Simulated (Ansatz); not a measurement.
`[SiH3]/C=C\CCl` + H₂ → `C=CCCl` + SiH₄ at 600 K and 1 bar (hydrogenolysis of a C–Si bond).

Calculated with Ansatz (gas phase, PBE0-D4/def2-TZVP geometries, no zero-point term in ΔE). CCSD(T)/CBS adds triple-zeta CCSD(T) − MP2 to the extrapolated MP2 energy (def2 sets, frozen cores). This one scheme is used for every species. One conformer a species, not always the lowest.

| species | CCSD(T)/CBS energy (Eh) | H − E (kJ/mol) | S (J/(mol·K)) |
| --- | --- | --- | --- |
| `[SiH3]/C=C\CCl` | -867.19875 | 292.9 | 454.6 |
| H₂ | -1.17544 | 43.9 | 150.8 |
| `C=CCCl` | -576.92074 | 232.7 | 363.4 |
| SiH₄ | -291.46306 | 108.7 | 242.3 |

H − E and S are ideal-gas, rigid-rotor, harmonic terms from PBE0-D4/def2-TZVP, for one conformer and one mirror image of each species. For small species the MP2-based limit differs from directly extrapolated CCSD(T) by up to some mEh (0.8 for H₂); such offsets cancel only in part. 1 Eh = 2625.50 kJ/mol, R = 8.31446 J/(mol·K).

**Question.** By hand: ΔE, ΔH, ΔS and ΔG.

**Answer.** ΔE = (-576.92074) + (-291.46306) − (-867.19875) − (-1.17544) = -0.00961 Eh = -25.2 kJ/mol. Δ(H − E) = 232.7 + 108.7 − 292.9 − 43.9 = 4.6, so ΔH = -20.6 kJ/mol. ΔS = 363.4 + 242.3 − 454.6 − 150.8 = 0.3 J/(mol·K). ΔG = -20.6 − 600 × (0.3)/1000 = -20.8 kJ/mol.

**Question.** By hand: the equilibrium constant, and the temperature at which ΔG would vanish if ΔH and ΔS stayed fixed.

**Answer.** log₁₀ K = −ΔG/(RT ln 10) = 1.8. ΔH and −TΔS have one sign here, so there is no such temperature.

The number of gas molecules stays the same, so ΔS is small and ΔH decides. A doubt of 5 kJ/mol in ΔE shifts log₁₀ K by 0.4 here. Other conformers and mirror images would add mixing entropy, several J/(mol·K) or more a flexible species. Modes under 60 cm⁻¹, often nearly free rotors, make the harmonic entropy too high. These are equilibria of isolated gas molecules and say nothing of rates. Largest T1 diagnostic: 0.011 (customary marks: 0.02 for closed shells, 0.045 for open ones).

ΔS is within the doubt of such terms, so its sign, and with it that verdict, could turn.
